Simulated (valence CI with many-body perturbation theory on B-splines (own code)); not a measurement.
Values are calculated unless marked as measured or tabulated.
**Energy levels of Sn XLIII**

Method: relativistic CI+MBPT: six valence electrons over a frozen Dirac-Fock core [He], a basis of 9 s, 9 p, 8 d, 6 f, 3 g, 1 h functions for each j, with the one-electron correlation potential Σ1 (screened to all orders), the two-electron term Σ2, the three-electron term Σ3, Breit, model QED; selected single and double excitations, second order for the rest, scaled by the run's own slope (own B-spline code, finite nucleus).

No measured spectrum was set against this ion. As an estimate, large intervals hold to a few tenths of a per cent, small ones and those within an open d or f shell to about a per cent. Among the levels kept, up to 2200 cm⁻¹ of a level comes from second order outside the variational space, and about a tenth of that is noise between levels of different J, which matters for small intervals.

Levels 1 to 45 of 73, with energies above the lowest level, (2s^2 2p1/2^2 2p3/2^2) J=2. "Leading %" is the weight of the configuration and term that name the level; weights of strongly mixed levels are sums over their largest components and can fall short, and the name can then belong to a minority configuration. In the jj column 3d3/2^4 stands for four electrons in 3d with j = 3/2.

| No. | Configuration | Term | J | E (× 10³ cm⁻¹) | Leading % | Leading jj | g |
| --- | --- | --- | --- | --- | --- | --- | --- |
| 1 | 2s²2p⁴ | ³P | 2 | 0.00 | 71 | 2s^2 2p1/2^2 2p3/2^2 (100 %) | 1.342 |
| 2 | 2s²2p⁴ | ¹S | 0 | 272.94 | 60 | 2s^2 2p1/2^2 2p3/2^2 (99 %) |  |
| 3 | 2s²2p⁴ | ³P | 1 | 1904.5 | 100 | 2s^2 2p1/2 2p3/2^3 (100 %) | 1.487 |
| 4 | 2s²2p⁴ | ¹D | 2 | 2032.4 | 71 | 2s^2 2p1/2 2p3/2^3 (100 %) | 1.127 |
| 5 | 2s2p⁵ | ³P° | 2 | 3800.6 | 100 | 2s 2p1/2^2 2p3/2^3 (100 %) | 1.485 |
| 6 | 2s²2p⁴ | ³P | 0 | 4037.0 | 60 | 2s^2 2p3/2^4 (99 %) |  |
| 7 | 2s2p⁵ | ¹P° | 1 | 4179.1 | 50 | 2s 2p1/2^2 2p3/2^3 (97 %) | 1.233 |
| 8 | 2s2p⁵ | ³P° | 0 | 5762.9 | 100 | 2s 2p1/2 2p3/2^4 (100 %) |  |
| 9 | 2s2p⁵ | ³P° | 1 | 6011.8 | 50 | 2s 2p1/2 2p3/2^4 (97 %) | 1.234 |
| 10 | 2p⁶ | ¹S | 0 | 8225.9 | 99 | 2p1/2^2 2p3/2^4 (99 %) |  |
| 11 | 2s²2p³3s | ³P° | 2 | 30398 | 45 | 2s^2 2p1/2^2 2p3/2 3s (99 %) | 1.540 |
| 12 | 2s²2p³3s | ¹P° | 1 | 30448 | 30 | 2s^2 2p1/2^2 2p3/2 3s (99 %) | 1.205 |
| 13 | 2s²2p³3p | ³P | 1 | 30952 | 30 | 2s^2 2p1/2^2 2p3/2 3p1/2 (99 %) | 1.524 |
| 14 | 2s²2p³3p | ³D | 2 | 30966 | 24 | 2s^2 2p1/2^2 2p3/2 3p1/2 (98 %) | 1.219 |
| 15 | 2s²2p³3p | ³D | 3 | 31499 | 46 | 2s^2 2p1/2^2 2p3/2 3p3/2 (99 %) | 1.357 |
| 16 | 2s²2p³3p | ³P | 1 | 31500 | 37 | 2s^2 2p1/2^2 2p3/2 3p3/2 (99 %) | 1.397 |
| 17 | 2s²2p³3p | ³P | 2 | 31634 | 41 | 2s^2 2p1/2^2 2p3/2 3p3/2 (97 %) | 1.326 |
| 18 | 2s²2p³3p | ³P | 0 | 31758 | 75 | 2s^2 2p1/2^2 2p3/2 3p3/2 (98 %) |  |
| 19 | 2s²2p³3d | ³D° | 2 | 32110 | 32 | 2s^2 2p1/2^2 2p3/2 3d3/2 (96 %) | 1.042 |
| 20 | 2s²2p³3d | ³F° | 3 | 32148 | 27 | 2s^2 2p1/2^2 2p3/2 3d3/2 (91 %) | 1.144 |
| 21 | 2s²2p³3d | ³D° | 1 | 32167 | 29 | 2s^2 2p1/2^2 2p3/2 3d3/2 (98 %) | 1.151 |
| 22 | 2s²2p³3d | ³P° | 0 | 32173 | 58 | 2s^2 2p1/2^2 2p3/2 3d3/2 (98 %) |  |
| 23 | 2s²2p³3s | ⁵S° | 2 | 32198 | 51 | 2s^2 2p1/2 2p3/2^2 3s (95 %) | 1.563 |
| 24 | 2s²2p³3s | ³S° | 1 | 32260 | 54 | 2s^2 2p1/2 2p3/2^2 3s (99 %) | 1.301 |
| 25 | 2s²2p³3d | ³F° | 4 | 32270 | 47 | 2s^2 2p1/2^2 2p3/2 3d5/2 (99 %) | 1.267 |
| 26 | 2s²2p³3d | ³D° | 2 | 32328 | 34 | 2s^2 2p1/2^2 2p3/2 3d5/2 (89 %) | 1.266 |
| 27 | 2s²2p³3s | ³D° | 3 | 32341 | 79 | 2s^2 2p1/2 2p3/2^2 3s (79 %) | 1.289 |
| 28 | 2s²2p³3s | ¹D° | 2 | 32405 | 64 | 2s^2 2p1/2 2p3/2^2 3s (95 %) | 1.052 |
| 29 | 2s²2p³3d | ³D° | 3 | 32440 | 32 | 2s^2 2p1/2^2 2p3/2 3d5/2 (73 %) | 1.209 |
| 30 | 2s²2p³3d | ³D° | 1 | 32459 | 37 | 2s^2 2p1/2^2 2p3/2 3d5/2 (93 %) | 1.021 |
| 31 | 2s²2p³3s | ³P° | 0 | 32585 | 99 | 2s^2 2p1/2 2p3/2^2 3s (99 %) |  |
| 32 | 2s²2p³3s | ³P° | 1 | 32611 | 63 | 2s^2 2p1/2 2p3/2^2 3s (95 %) | 1.304 |
| 33 | 2s²2p³3p | ⁵P | 1 | 32745 | 44 | 2s^2 2p1/2 2p3/2^2 3p1/2 (99 %) | 1.637 |
| 34 | 2s²2p³3p | ³F | 2 | 32800 | 34 | 2s^2 2p1/2 2p3/2^2 3p1/2 (99 %) | 1.211 |
| 35 | 2s²2p³3p | ³F | 3 | 32916 | 43 | 2s^2 2p1/2 2p3/2^2 3p1/2 (100 %) | 1.106 |
| 36 | 2s²2p³3p | ³P | 2 | 33082 | 55 | 2s^2 2p1/2 2p3/2^2 3p1/2 (98 %) | 1.331 |
| 37 | 2s²2p³3p | ³D | 1 | 33121 | 71 | 2s^2 2p1/2 2p3/2^2 3p1/2 (96 %) | 0.666 |
| 38 | 2s²2p³3p | ³P | 0 | 33283 | 86 | 2s^2 2p1/2 2p3/2^2 3p3/2 (71 %) |  |
| 39 | 2s²2p³3p | ⁵P | 3 | 33288 | 51 | 2s^2 2p1/2 2p3/2^2 3p3/2 (96 %) | 1.388 |
| 40 | 2s²2p³3p | ³P | 2 | 33301 | 38 | 2s^2 2p1/2 2p3/2^2 3p3/2 (98 %) | 1.413 |
| 41 | 2s²2p³3p | ³P | 0 | 33378 | 76 | 2s^2 2p1/2 2p3/2^2 3p1/2 (72 %) |  |
| 42 | 2s²2p³3p | ¹P | 1 | 33412 | 44 | 2s^2 2p1/2 2p3/2^2 3p3/2 (96 %) | 0.990 |
| 43 | 2s²2p³3p | ³D | 3 | 33444 | 64 | 2s^2 2p1/2 2p3/2^2 3p3/2 (98 %) | 1.215 |
| 44 | 2s²2p³3p | ³F | 4 | 33459 | 100 | 2s^2 2p1/2 2p3/2^2 3p3/2 (100 %) | 1.238 |
| 45 | 2s²2p³3p | ³P | 1 | 33576 | 74 | 2s^2 2p1/2 2p3/2^2 3p3/2 (97 %) | 1.428 |

The ionisation energy to 2s²2p³ ²P°3/2 of the next ion comes out as 6855.9 eV (NIST: 6859 ± 13 eV (semi-empirical)). All 73 levels together are meant to be complete up to 34405 × 10³ cm⁻¹.
